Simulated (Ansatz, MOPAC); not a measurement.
Diatomic TcN, multiplicity 3 (lowest of 2S+1 = 1, 3, 5, 7, 9 at CCSD(T)/def2-TZVPP on PBE0 minima; our sources give no spin for the ground state, which may be another). No spin–orbit coupling. The T1 diagnostic near the minimum is 0.070, so single-reference values are doubtful.

The constants come from a fifth-degree fit in 1/R (seven points, main isotopes). Runs in def2 and cc sets follow the lowest solution found near the PBE0 minimum.

Codes used: Ansatz (Gaussian basis) for Hartree–Fock, density functionals and correlated methods; MOPAC for PM6 (differences of heats of formation). Each number belongs to the level named beside it. In def2 rows elements past Kr take small-core potentials, without spin–orbit coupling.

```json
[
 {"level": "PM6", "r_e (Å)": "1.625", "ω_e (cm⁻¹)": "1036", "α_e (cm⁻¹)": "-0.00018", "B_e (cm⁻¹)": "0.522", "dipole (D)": "-"},
 {"level": "SVWN5/def2-TZVPP", "r_e (Å)": "1.580", "ω_e (cm⁻¹)": "1204", "α_e (cm⁻¹)": "0.0027", "B_e (cm⁻¹)": "0.552", "dipole (D)": "2.30"},
 {"level": "PBE/def2-TZVPP", "r_e (Å)": "1.593", "ω_e (cm⁻¹)": "1163", "α_e (cm⁻¹)": "0.0028", "B_e (cm⁻¹)": "0.543", "dipole (D)": "2.34"}
]
```

The state that PM6 reach isn't checked.

Ansatz is an electronic-structure program.
